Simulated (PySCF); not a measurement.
Compound: C₆H₁₁O₂ (doublet state).
Structure used (GFN2-xTB), in Å, numbered top down from 1:
```xyz
19
C6H11O2 angstrom
C     -3.253    0.239   -0.321
C     -1.869   -0.384   -0.430
C     -0.967    0.056    0.746
C      0.361   -0.564    0.653
C      1.503    0.188    0.242
O      1.520    1.380   -0.014
O      2.617   -0.592    0.157
C      3.791    0.073   -0.270
H     -3.755   -0.092    0.586
H     -3.182    1.324   -0.300
H     -3.861   -0.049   -1.176
H     -1.950   -1.473   -0.432
H     -1.396   -0.076   -1.363
H     -0.859    1.142    0.725
H     -1.462   -0.248    1.673
H      0.485   -1.622    0.814
H      3.999    0.932    0.373
H      3.674    0.430   -1.297
H      4.595   -0.655   -0.210
```

The hyperfine couplings belong to this conformer and change with its torsions.

The species is `CCC[CH]C(=O)OC` [radical].

Theory: PySCF 2.14.0, UKS B3LYP, pcH-1 on C H O, non-relativistic, mean-field spin-orbit, GIAO. Geometry: GFN2-xTB, one conformer, isolated molecule. A GFN2-xTB geometry isn't a minimum of the functional, and hyperfine couplings can be far from their values at a DFT geometry. No stability test was run, so a lower SCF solution isn't excluded.

Question: Where do the isotropic ENDOR lines of C4, C2, C5, C3, C1, C8, H16, H14/H15, H17/H18/H19 and H12/H13 fall at 1218.5 mT, to first order?

Answer: ν± = |νn ± a/2|, one line for each electron-spin manifold; νn = |g_N| × 7.62259 MHz/T × B.

```csv
nuclei,isotope,g_N,νn (MHz),a_iso (MHz),lower line (MHz),upper line (MHz)
C4,13C,1.4048,13.05,69.69,21.80,47.89
C2,13C,1.4048,13.05,61.26,17.58,43.68
C5,13C,1.4048,13.05,-40.56,7.23,33.33
C3,13C,1.4048,13.05,-26.77,0.34,26.43
C1,13C,1.4048,13.05,2.93,11.58,14.51
C8,13C,1.4048,13.05,-2.30,11.90,14.20
H16,1H,5.5857,51.88,-53.93,24.92,78.84
H14/H15,1H,5.5857,51.88,38.33,32.72,71.05
H17/H18/H19,1H,5.5857,51.88,6.00,48.88,54.88
H12/H13,1H,5.5857,51.88,-3.77,49.99,53.77
```

The rows for 13C, of low natural abundance, apply to labelled samples.

Question: Which pairs are centred on the nuclear Larmor frequency, and which on half the coupling?

Answer: Centred on νn, since |a| < 2νn: C1, C8, H16, H14/H15, H17/H18/H19 and H12/H13. Centred on |a|/2 and split by 2νn: C4, C2, C5 and C3.

Couplings of abundant isotopes left out: H9/H10/H11 (1.0 MHz).

Nuclei that the bonding pattern makes equivalent are averaged, as if the motion that swaps them (rotation, inversion, ring flip) were fast. The three 1H nuclei of mean +6.0 MHz run from 0.1 to 9.9 MHz in the frozen geometry. The 1H value of +38.3 MHz is a mean of couplings from 6.6 to 70.1 MHz in this one geometry, not an average over conformers.

The Mulliken spin populations are largest on C4 (+0.88), O6 (+0.17), C3 (-0.07) and C5 (-0.07). The positive populations add up to 1.18 and the negative ones to -0.18, together 2S = 1. The angles at C4 add up to 359.8°, so it is planar; its axial dipolar tensor and the negative coupling of its proton fit spin in a p orbital normal to that plane.
